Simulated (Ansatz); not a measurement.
Stepwise reaction of `[NH2][Al]([F])[F]` with hydrogen sulfide, as a gas-phase model of exchange steps in deposition or etching. ΔE in kJ/mol; ΔG adds harmonic PBE0-D4 terms to CCSD(T)/CBS, at 1 bar.

Program: Ansatz. Geometries: PBE0-D4/def2-TZVP. ΔE: electronic, gas phase. CCSD(T)/CBS adds triple-zeta CCSD(T) − MP2 to the extrapolated MP2 energy (def2 sets, frozen cores). This one scheme is used for every species. Functionals use def2-TZVPP. B3LYP here is the variant with VWN-RPA as its local correlation; programs differ in this. One conformer a species, not always the lowest.

```tsv
step	reaction	PBE-D4	B3LYP-D4	ωB97M-V	CCSD(T)/CBS	ΔG(400 K)
1	`[NH2][Al]([F])[F]` + H₂S → `[NH2][Al]([F])[SH]` + H–F	61.9	74.6	71.9	69.6	74.1
2	`[NH2][Al]([F])[SH]` + H₂S → `[NH2][Al]([SH])[SH]` + H–F	65.6	77.9	75.8	71.4	74.7
```

Problem. By hand: ΔE of the 2 steps together at CCSD(T)/CBS.

Solution. (69.6) + (71.4) = 141.0 kJ/mol, or 70.5 kJ/mol a step.

In ΔE the steps differ by no more than 1.8 kJ/mol. All are uphill at CCSD(T)/CBS. ΔG lies between 74.1 and 74.7 kJ/mol a step. PBE-D4 differs from CCSD(T)/CBS by -7.7 to -5.8 kJ/mol a step. Isolated molecules leave out the surface, adducts and barriers. Largest T1 diagnostic: 0.012.
